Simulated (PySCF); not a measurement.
Caution: the highest occupied level lies above zero, a sign of self-interaction error and of too few diffuse functions.

Delta-SCF ions had no search for a lower state. 

Z-matrix (Å, degrees):
```
C
H 1 1.1075
N 1 1.4221 2 109.84
H 3 1.0259 1 106.99 2 180.00
H 1 1.1389 2 103.42 3 126.84
H 1 1.1389 2 103.42 5 106.33
```
Charge -1, spin multiplicity 1.

### Question
Predict the total energy, vertical detachment energy (Delta-SCF) and HOMO from PySCF with r2SCAN-D4/def2-TZVPD.

### Answer

| Quantity | Value |
|---|---|
| total energy | -95.1776 Ha |
| vertical detachment energy (Delta-SCF) | 0.25 eV |
| HOMO | 2.81 eV |
